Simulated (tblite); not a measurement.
Here is a computed GFN2-xTB geometry (Å):
```
atom  x, y, z in Å
C1    -1.2551   -2.4950   -0.1531
C2    -0.9408   -1.3736   -0.7725
C3    -0.2715   -0.1967   -0.1133
F4    -0.1003   -0.4487    1.2414
C5    -1.1073    1.0821   -0.2717
C6    -0.4492    2.2764    0.4095
C7     1.1039   -0.0350   -0.7793
C8     2.2747   -0.3967    0.0813
O9     1.1895    0.3307   -1.9228
H10   -1.0596   -2.6359    0.8967
H11   -1.7313   -3.3085   -0.6717
H12   -1.1282   -1.2242   -1.8255
H13   -1.2204    1.2733   -1.3390
H14   -2.0930    0.9000    0.1615
H15    0.5044    2.5072   -0.0609
H16   -0.2796    2.0660    1.4631
H17   -1.0924    3.1490    0.3313
H18    2.3038    0.2646    0.9456
H19    2.1501   -1.4122    0.4528
H20    3.1970   -0.3121   -0.4863
```

Charge 0, singlet.

(1) Which heavy atoms are bonded, and with what formal order?

(2) Give the structure as a SMILES string.

(3) Name the point group.

(4) Classify the heavy atoms.

(5) What is the arrangement about C1?

(6) What is the arrangement about C6?

Results:

(1) C1–C2 1.32 Å (double); C2–C3 1.51 Å (single); C3–F4 1.39 Å (single); C3–C5 1.54 Å (single); C5–C6 1.52 Å (single); C3–C7 1.54 Å (single); C7–C8 1.50 Å (single); C7–O9 1.20 Å (double). Bonds to hydrogen (Å): C1–H10 1.08; C1–H11 1.08; C2–H12 1.08; C5–H13 1.09; C5–H14 1.09; C6–H15 1.09; C6–H16 1.09; C6–H17 1.09; C8–H18 1.09; C8–H19 1.09; C8–H20 1.09.

(2) `C=C[C@](F)(CC)C(C)=O`, C7H11FO. Among its features: ketone, C=C double bond and C–F bond.

(3) C1 (no symmetry element, even within 0.4 Å).

(4) C1: terminal =CH2 carbon; C2: alkene CH carbon; C3: sp3 C–F carbon; F4: alkyl fluorine; C5: chain CH2 carbon; C6: methyl carbon; C7: ketone carbonyl carbon; C8: methyl carbon next to a carbonyl; O9: ketone oxygen.

(5) It has 3 neighbours (C2, H10, H11) and is planar (angles 121.7°, 121.5° and 116.8°, sum 360.0°, 0.00 Å off the plane of its three neighbours).

(6) It has 4 neighbours (C5, H15, H16, H17) and is tetrahedral (angles from 108.5° to 110.6°).
